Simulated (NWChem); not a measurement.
System: InGeH$_{3}$Cl$_{2}$; SMILES [Cl][In]([Cl])[GeH3]

Input file for NWChem:

```
start job
memory heap 200 mb stack 900 mb global 1100 mb
geometry units angstroms noautoz
  In    -0.003225     0.363213    -0.005151
  Cl    -1.952688     1.716523     0.003021
  Cl     1.956921     1.701358     0.003855
  Ge    -0.001826    -2.247898    -0.002145
  H      0.314103    -2.726270     1.437125
  H     -1.394348    -2.761082    -0.440021
  H      1.093650    -2.749506    -0.974080
end
basis spherical
  * library def2-svp
end
ecp
  In library def2-ecp
end
dft
  xc xpbe96 cpbe96
  iterations 150
  mulliken
end
task dft energy
```

Geometry: optimised at PBE-D3(BJ)/def2-SVP. No frequency run checked for a minimum. def2 effective core potentials on In; no spin-orbit coupling.

**Question.** What results follow from this input? (PBE/def2-SVP with def2 effective core potentials on In.) Quantities: energy (Ha); highest occupied level (eV); orbital gap (eV); dipole (D).

**Answer.** 
| Quantity | Result |
|---|---|
| energy (Ha) | -3188.20 |
| highest occupied level (eV) | -6.97 |
| orbital gap (eV) | 4.16 |
| dipole (D) | 3.77 |
